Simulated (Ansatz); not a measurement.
# Two structures, one formula

Two relaxed structures of CH4GeN (charge +1), closed shell (PBE0-D4/def2-TZVP; forces vanish, vibrations not checked).

A:

C1  (-0.321, -0.727, 0.076)
N2  (-0.779, -1.765, 0.184)
Ge3  (0.494, 1.120, -0.117)
H4  (-1.184, -2.684, 0.280)
H5  (0.033, 1.477, -1.522)
H6  (-0.189, 1.842, 1.034)
H7  (1.968, 0.789, 0.058)
(Å)

B:

| atom | x (Å) | y (Å) | z (Å) |
| --- | --- | --- | --- |
| C1 | -0.5543 | -1.9366 | 0.2770 |
| N2 | -0.0971 | -0.7777 | 0.2649 |
| Ge3 | 0.5256 | 0.8124 | 0.2470 |
| H4 | -1.3108 | -2.2502 | -0.4482 |
| H5 | -0.2104 | -2.6689 | 1.0133 |
| H6 | -0.2290 | 1.8084 | 1.1002 |
| H7 | 1.7504 | 1.0143 | -0.6180 |

Ansatz 0.2.0; basis: def2-TZVPP; cores frozen in the correlated methods. Filled d shells of the heavier atoms are correlated. The def2 sets are not built for correlating such inner shells, so the correlated values are less sure here. B3LYP uses VWN-RPA correlation.

Question: Which structure is lower at CCSD(T), and by how much? (An estimate is asked for; the value comes from the calculation.)

Answer: By the calculation: A, by 49.0 kJ/mol (electronic energy, against the other). By their contacts, A is CH₄GeN ([NH][C][GeH3]), total charge +1 and B is CH₄GeN ([CH2][N][GeH2]), total charge +1.

All methods give the same order:

```
   method  E(B) − E(A) (kJ/mol)
   PBE-D4                  17.5
r2SCAN-D4                  26.5
  PBE0-D4                  25.8
 B3LYP-D4                  26.4
  wB97M-V                  42.0
       HF                  56.5
      MP2                  54.0
     CCSD                  51.9
  CCSD(T)                  49.0
```

No T1 diagnostic of these runs exceeds 0.020.

Labels in which every atom is bracketed show which atoms are joined, not bond orders.

For scale, one of the runs: CCSD(T)/def2-TZVPP, 166 basis functions, launched by `ansatz run in.yaml --threads 2 --pin off --events-out ev --progress --plain --max-ram 4352MiB`. Hardware: 2 CPU threads of an Arm Neoverse V1, shared host. Wall time 44 s; peak host memory 1.3 GiB.
